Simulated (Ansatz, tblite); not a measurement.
Cost and result up the ladder for CrCl2 (3 atoms). The state is a quintet with charge 0. Geometry: PBE-D4/def2-TZVP.

```xyz
3

Cr    0.000    0.000    0.000
Cl   -1.697    1.056   -0.854
Cl    1.697   -1.056    0.854
```

Ansatz on 2 threads of Intel Xeon 6975P-C on a shared host; xTB runs through tblite on one thread. Times are rough, summed over both states, and most runs start from the orbitals of an earlier one. No level here is sound enough to serve as a yardstick. The other state is a quartet, and no other spin of it was run.

The xTB rows come from tblite. HOMO above LUMO, or a gap near zero within one spin, warns that the state may not be the lowest or that an electron is smeared out.

Run but left out: HF/def2-TZVPP, r2SCAN-D4/def2-TZVP, r2SCANh-D4/def2-TZVP, B3LYP-D4/def2-TZVP, PBE0-D4/def2-TZVP, CAM-B3LYP-D4/def2-TZVP, LC-ωPBE/def2-TZVP, MP2/def2-TZVPP, CCSD/def2-TZVPP, CCSD(T)/def2-TZVPP (charge +1 quartet: ⟨S²⟩ 4.05 to 4.69, where a pure state has 3.75).

Raw xTB energies of ions are shifted by several eV, and xTB has no spin-polarisation term.

```json
{"level": "GFN2-xTB", "functions": "27", "vertical IE (eV)": "12.91", "remarks": "–"}
{"level": "GFN1-xTB", "functions": "27", "vertical IE (eV)": "14.42", "remarks": "–"}
{"level": "PBE-D4/def2-TZVP", "functions": "119", "vertical IE (eV)": "9.22", "remarks": "gap within one spin near zero (quintet), spin-contaminated (⟨S²⟩ 4.02) (+1 quartet)"}
{"level": "revPBE-D4/def2-TZVP", "functions": "119", "vertical IE (eV)": "9.17", "remarks": "gap within one spin near zero (quintet), spin-contaminated (⟨S²⟩ 4.03) (+1 quartet)"}
```

Task: Estimate how long each takes.

Result: GFN1-xTB 0.011 s; GFN2-xTB 0.011 s; revPBE-D4/def2-TZVP 7.6 s; PBE-D4/def2-TZVP 7.6 s. On shared hardware such times vary by a factor of up to 3.
